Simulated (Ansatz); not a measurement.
K4Bi2⁺. The state is a doublet with charge 1. Geometry r2SCAN-D4/def2-SVP.

```csv
atom,x (Å),y (Å),z (Å)
K1,3.8340,1.6795,3.5497
K2,1.0067,-1.9099,1.2429
K3,-3.3129,-1.3309,-2.8165
K4,0.3970,2.4304,-0.2448
Bi5,-1.9314,-0.2051,0.2039
Bi6,0.0066,-0.6640,-1.9352
```

In the def2 sets Bi takes a core potential; there is no spin–orbit coupling. B3LYP takes the VWN-RPA correlation. At PBE-D4/def2-SVP, B97M-V/def2-TZVP, B3LYP-D4/def2-TZVP, PBE0-D4/def2-TZVP and others the charge 1 doublet is spin-contaminated (final ⟨S²⟩ up to 1.77, 0.75 for a pure state). At B97M-V/def2-TZVP an occupied level of the charge 1 doublet lies above an empty one (by up to 0.10 eV), so this SCF solution is probably not the lowest. The geometry of the doublet was relaxed on an unsound state (⟨S²⟩ 1.68, where a pure state has 0.75). Another isomer (doublet) lies 0.68 eV lower at PBE0-D4/def2-TZVP; other spin states weren't run for this one.

Estimate the α-spin orbital energies around the gap (eV) in Ansatz with PBE-D4/def2-SVP, B97M-V/def2-TZVP, B3LYP-D4/def2-TZVP, PBE0-D4/def2-TZVP, BHLYP-D4/def2-TZVP.


```csv
orbital,PBE-D4/def2-SVP,B97M-V/def2-TZVP,B3LYP-D4/def2-TZVP,PBE0-D4/def2-TZVP,BHLYP-D4/def2-TZVP
HOMO−5,-14.35,-14.44,-15.54,-15.81,-17.13
HOMO−4,-7.12,-7.29,-7.75,-7.98,-8.72
HOMO−3,-6.96,-7.03,-7.50,-7.73,-8.47
HOMO−2,-6.83,-7.02,-7.49,-7.66,-8.23
HOMO−1,-5.58,-5.80,-6.19,-6.38,-7.01
HOMO,-5.27,-5.49,-5.90,-6.10,-6.73
LUMO,-4.93,-5.33,-4.55,-4.33,-3.92
LUMO+1,-3.88,-3.79,-3.69,-3.30,-3.05
LUMO+2,-3.75,-3.72,-3.49,-3.16,-2.92
LUMO+3,-3.40,-3.18,-3.22,-2.84,-2.64
LUMO+4,-3.06,-3.17,-2.76,-2.55,-2.11
LUMO+5,-2.85,-2.67,-2.55,-2.35,-1.99
β HOMO,-5.53,-5.24,-5.86,-5.95,-6.28
β LUMO,-4.89,-4.82,-4.50,-4.26,-3.62
```
